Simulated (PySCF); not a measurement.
## Arsenic: a sound run and one with changed settings

Sound run: As [Ar] 3d10 4s2 4p3, As⁺ [Ar] 3d10 4s2 4p2. Computed with PySCF 2.14 in 6-31G*, with no relativity, point nucleus. In the sound run the correlated levels freeze [Ar] 3d10. The sound run starts from symmetry-adapted Hartree-Fock orbitals and uses a fine grid where one is needed.

Changed run: initial guess sap, at most 50 SCF cycles.

| species | method | sound run (hartree) | changed run (hartree) | converged |
| --- | --- | --- | --- | --- |
| As | UHF | -2233.90227 | -2233.90227 | yes |
| As | PBE | -2235.18505 | -2235.18505 | yes |
| As | CCSD(T) | -2233.97109 | -2233.97109 | yes |
| As⁺ | MN15 | -2235.47913 | -2235.47913 | yes |
| As⁺ | MP2 | -2233.59668 | -2233.59668 | yes |

Here the plain start reaches the same solutions.
